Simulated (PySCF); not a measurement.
Isomers C₆H₄F₃N:

A. `C[C@H](C#CC#N)C(F)(F)F`
B. SMILES c1(C(F)(F)F)ccncc1
C. SMILES c1(C(F)(F)F)ccccn1
D. SMILES C=N[C@H](C#C)C(F)=C(F)F

Spectrum 1. 1H NMR (300 MHz, computed): δ 9.06 (dt, J = 5.5, 1.2 Hz, 1H), 8.18 (td, J = 8.7, 1.5 Hz, 1H), 7.97 (dd, J = 8.8, 1.0 Hz, 1H), 7.61 (dd, J = 8.5, 5.5 Hz, 1H). 13C{1H} NMR (computed): δ 155.8 (C, q, J = 35.7 Hz), 154.8 (CH), 143.2 (CH), 131.7 (C, q, J = 340.0 Hz), 131.1 (CH), 128.6 (CH).

Spectrum 2. 1H NMR (300 MHz, computed): δ 8.18 (d, 1H), 7.76 (d, 1H), 5.81 (m, 1H), 2.25 (d, 1H). 13C{1H} NMR (computed): δ 167.6 (C), 160.7 (CH2), 136.8 (C), 88.5 (CH), 78.9 (C), 58.1 (CH).

Spectrum 3. 1H NMR (300 MHz, computed): δ 9.23 (d, J = 5.7 Hz, 2H), 7.76 (d, J = 5.7 Hz, 2H). 13C{1H} NMR (computed): δ 156.7 (CH), 145.3 (C, q, J = 33.3 Hz), 133.1 (C, q, J = 339.3 Hz), 125.2 (CH, q, J = 3.0 Hz).

Spectrum 4. 1H NMR (300 MHz, computed): δ 3.24 (m, 1H), 1.59 (d, 3H). 13C{1H} NMR (computed): δ 134.6 (C), 110.9 (C), 84.2 (C), 68.0 (C), 36.0 (CH), 16.6 (CH3).

PySCF calculation with couplings computed with B3LYP/pcJ-1 (spin–dipole term left out of most H,H and C,H couplings), PBE0/pcSseg-1 with gauge-including orbitals and coordinates at the GFN2-xTB level; one averaged value for each set of equivalent atoms, one conformer, no relativistic terms, gas phase.

δ = σ(ref) − σ, references computed at the same level: TMS for 1H, 13C. Multiplet labels drop J under 1 Hz and among equivalent protons, and merge close values. Unscaled 3J(H,H) run several per cent high. Splittings of carbon signals by F and P are missing where no couplings were computed. Where no couplings were computed, multiplicities follow the n + 1 count of equivalent neighbours, and m marks all less simple cases (inequivalent or close neighbours, rings, F or P nearby). One-bond C–F couplings are unscaled and too large by tens of Hz. Shifts are as computed. Against solution values, carbons near 30 ppm lie about +3 ppm off and those near 130 ppm about +5 ppm. Of 1211 compounds with measured shifts, 218 miss one by over three times the rms of a fit or turn the order of signals round; such compounds aren't used in these exercises.

Q: Match each spectrum to its structure.

A: 1–C, 2–D, 3–B, 4–A.

- Spectrum 1 (C): 6 13C signals; δC 154.8 is an aromatic CH next to a ring nitrogen; δC 131.7 is a CF3 carbon.
- Spectrum 2 (D): 6 13C signals; δC 136.8 is a fully substituted alkene carbon; δC 88.5 is a terminal alkyne carbon.
- Spectrum 3 (B): 4 13C signals; δC 156.7 is an aromatic CH next to a ring nitrogen; δC 133.1 is a CF3 carbon.
- Spectrum 4 (A): 6 13C signals; δC 134.6 is a CF3 carbon; δC 110.9 is a nitrile carbon.
